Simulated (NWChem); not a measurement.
Molecule: SiH2O, singlet; SMILES O[SiH]

Results from NWChem. Pople sets run with spherical d functions. Low-valent species are run as closed-shell singlets; no triplet was tried in these runs. Coordinates come from a PBE-D3(BJ)/def2-SVP optimisation. Ions are spin-unrestricted doublets at the neutral geometry; other ion states weren't tried.

```csv
level,"vertical ionisation energy, ΔSCF (eV)",−ε(HOMO) (eV),ΔSCF minus −ε(HOMO) (eV)
B3LYP/6-31+G*,9.37,6.62,2.75
PBE/6-31+G*,9.20,5.70,3.50
Hartree-Fock/6-31+G*,8.44,9.28,-0.84
CAM-B3LYP/6-31+G*,9.38,8.09,1.29
PBE0/6-31+G*,9.27,6.79,2.48
```
